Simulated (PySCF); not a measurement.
## Structure from 2D NMR

Compound of formula C4H12O2Si3. Correlations simulated from computed shifts and the bond graph:

HSQC (one-bond C–H):
| δH | δC |
| --- | --- |
| 9.88 | 205.0 |
| 7.13 | 153.7 |
| 7.03 | 153.7 |
| 0.46 | -10.8 |

COSY cross peaks (H two or three bonds apart, from the bond graph; peaks can be absent where the dihedral angle is near 90°):
| δH | δH |
| --- | --- |
| 7.13 | 7.03 |
| 5.79 | 4.16 |
| 5.79 | 3.80 |
| 4.16 | 3.80 |
| 4.16 | 0.46 |
| 3.80 | 0.46 |

HMBC (two and three bonds, from the bond graph):
| δH | δC |
| --- | --- |
| 9.88 | 162.8, 153.7 |
| 7.13 | 205.0, 162.8 |
| 7.03 | 205.0, 162.8 |
| 5.79 | 205.0, 162.8, 153.7, -10.8 |
| 4.16 | 162.8, -10.8 |
| 3.80 | 162.8, -10.8 |

Carbons without hydrogens: δ 162.8.

- geometry from GFN2-xTB
- NMR shieldings at PBE0/pcSseg-1/GIAO
- program: PySCF
- single conformer, gas phase, averaged over atoms made equivalent by symmetry, fast rotation or ring inversion, non-relativistic Hamiltonian

Shifts are taken against calculated references (same method and geometry level): 1H and 13C vs TMS.

Exchangeable hydrogens are left out of these lists.

Problem. Work out the connectivity.

Solution. SMILES C=C(C=O)[Si@H](O[SiH3])[SiH2]C.

Mapped SMILES: `[CH2:1]=[C:2]([CH:3]=[O:4])[Si@H:5]([O:6][SiH3:7])[SiH2:8][CH3:9]`. Each H is labelled by its parent atom. Ha(C1) is cis to C3; Ha(Si8) is pro-R; Hb(Si8) is pro-S; Hb(C1) is trans to C3.

1. δC 205.0 is C3, an aldehyde carbonyl carbon (δH 9.88).
2. δC 162.8 is C2, an α carbon of a C=C–C=O unit.
3. δC 153.7 is C1, a β carbon of a C=C–C=O unit (δH 7.13, 7.03).
4. δC -10.8 is C9, a methyl carbon bonded to Si (δH 0.46).
5. HMBC from δH 9.88 reaches the proton-free carbon C2.
6. HMBC from δH 7.13 reaches the proton-free carbon C2.
7. HMBC from δH 7.03 reaches the proton-free carbon C2.
8. HMBC from δH 5.79 reaches the proton-free carbon C2.
9. COSY links 7.13–7.03, 5.79–4.16, 5.79–3.80, 4.16–3.80, 4.16–0.46, 3.80–0.46.

This is the structure that produced the data.

Shifts are as computed. Against solution values, carbons near 30 ppm lie about +3 ppm off and those near 130 ppm about +5 ppm. Of 1211 compounds with measured shifts, 218 miss one by over three times the rms of a fit or turn the order of signals round; such compounds aren't used in these exercises.
